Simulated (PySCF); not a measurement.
# The third ionisation energy along the 5d series

Calculated with PySCF 2.14 from differences of total energies of unrestricted determinants, without spin-orbit coupling. Values in eV. The last column holds reference values (NIST; (s) semi-empirical, (t) theoretical, else measured). Unmarked ones compare directly (S terms, centres of terms, or small fine structure); those marked * lie between the lowest fine-structure levels and include a spin-orbit shift.

```json
{"element": "Hf (def2-QZVPPD with the def2 core potential (60 electrons), ECP)", "configurations": "[Xe] 4f14 5d2 → [Xe] 4f14 5d1", "UHF": "21.461", "SCS-MP2 (valence)": "21.493", "CCSD (valence)": "21.588", "CCSD(T) (valence)": "21.588", "PBE": "22.484", "MP2 (valence and next inner shell)": "21.926", "reference": "22.55 ± 0.04 (t) *"}
{"element": "Ta (def2-QZVPPD with the def2 core potential (60 electrons), ECP)", "configurations": "[Xe] 4f14 5d3 → [Xe] 4f14 5d2", "UHF": "23.043", "SCS-MP2 (valence)": "23.143", "CCSD (valence)": "23.403", "CCSD(T) (valence)": "23.406", "PBE": "24.273", "MP2 (valence and next inner shell)": "23.762", "reference": "23.1 ± 1.6 (t) *"}
{"element": "W (def2-QZVPPD with the def2 core potential (60 electrons), ECP)", "configurations": "[Xe] 4f14 5d4 → [Xe] 4f14 5d3", "UHF": "24.675", "SCS-MP2 (valence)": "24.842", "CCSD (valence)": "25.235", "CCSD(T) (valence)": "25.244", "PBE": "25.977", "MP2 (valence and next inner shell)": "25.599", "reference": "26 ± 0.4 (s) *"}
{"element": "Re (def2-QZVPPD with the def2 core potential (60 electrons), ECP)", "configurations": "[Xe] 4f14 5d5 → [Xe] 4f14 5d4", "UHF": "27.194", "SCS-MP2 (valence)": "27.393", "CCSD (valence)": "27.827", "CCSD(T) (valence)": "27.841", "PBE": "28.325", "MP2 (valence and next inner shell)": "28.089", "reference": "27 ± 1.6 (t) *"}
{"element": "Os (def2-QZVPPD with the def2 core potential (60 electrons), ECP)", "configurations": "[Xe] 4f14 5d6 → [Xe] 4f14 5d5", "UHF": "24.956", "SCS-MP2 (valence)": "26.447", "CCSD (valence)": "26.252", "CCSD(T) (valence)": "26.318", "PBE": "26.989", "MP2 (valence and next inner shell)": "26.296", "reference": "25 ± 1.6 (t) *"}
{"element": "Ir (def2-QZVPPD with the def2 core potential (60 electrons), ECP)", "configurations": "[Xe] 4f14 5d7 → [Xe] 4f14 5d6", "UHF": "27.503", "SCS-MP2 (valence)": "28.986", "CCSD (valence)": "28.777", "CCSD(T) (valence)": "28.844", "PBE": "29.321", "MP2 (valence and next inner shell)": "28.785", "reference": "28 ± 1.6 (t) *"}
{"element": "Pt (def2-QZVPPD with the def2 core potential (60 electrons), ECP)", "configurations": "[Xe] 4f14 5d8 → [Xe] 4f14 5d7", "UHF": "29.173", "SCS-MP2 (valence)": "30.782", "CCSD (valence)": "30.606", "CCSD(T) (valence)": "30.688", "PBE": "31.160", "MP2 (valence and next inner shell)": "30.747", "reference": "29 ± 1.6 (t) *"}
{"element": "Au (def2-QZVPPD with the def2 core potential (60 electrons), ECP)", "configurations": "[Xe] 4f14 5d9 → [Xe] 4f14 5d8", "UHF": "30.896", "SCS-MP2 (valence)": "32.590", "CCSD (valence)": "32.463", "CCSD(T) (valence)": "32.559", "PBE": "32.902", "MP2 (valence and next inner shell)": "32.694", "reference": "30 ± 1.6 (t) *"}
{"element": "Hg (def2-QZVPPD with the def2 core potential (60 electrons), ECP)", "configurations": "[Xe] 4f14 5d10 → [Xe] 4f14 5d9", "UHF": "33.599", "SCS-MP2 (valence)": "35.278", "CCSD (valence)": "35.136", "CCSD(T) (valence)": "35.223", "PBE": "35.336", "MP2 (valence and next inner shell)": "35.336", "reference": "34.49 ± 0.05 *"}
```

"Valence" correlates the outer s and p shells and, in groups 3 to 12 and the f block, the outer d or f shell, open or full, or the next shell where the ion has no valence electron left; the wider scheme adds the next inner shell.
